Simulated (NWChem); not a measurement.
# Basis-set convergence for BiCl3

```xyz
4

Bi     0.0021     0.4468     0.0000
Cl    -1.0836    -0.7221     1.8710
Cl    -1.0836    -0.7221    -1.8710
Cl     2.1570    -0.7374     0.0000
```
Charge 0, spin multiplicity 1.

The numbers come from NWChem runs, not from measurements. All single points use one geometry, from PBE0/def2-SVP with def2 effective core potentials on Bi, a minimum by its harmonic frequencies.

Quantity: vertical ionisation energy at the level ΔHF (Δ: difference of total energies, the cation a doublet at the parent's geometry with its hole in an orbital of symmetry a' (Cs labels); it is the state that the SCF runs reached, from PBE0 orbitals for Hartree-Fock references, and need not be the lowest).

Effective core potentials replace the inner electrons of Bi; spin-orbit coupling is left out. The structure started from a generated list of species. No SCF solution was tested for a lower state. Open-shell Hartree-Fock references start from PBE0 orbitals; any time given for them includes that run.

Relative cost: rough, from shared machines, SCF included, def2-SVP = 1.

```csv
basis,functions,vertical ionisation energy (eV),relative cost
def2-SVP,80,…,1
def2-SVPD,113,…,under 3
def2-TZVP,161,10.47,8
def2-TZVPP,176,10.46,8
def2-TZVPD,194,10.47,30
```

### Question
Complete the blanks.

### Answer

- def2-SVP, vertical ionisation energy (eV): 10.42
- def2-SVPD, vertical ionisation energy (eV): 10.60
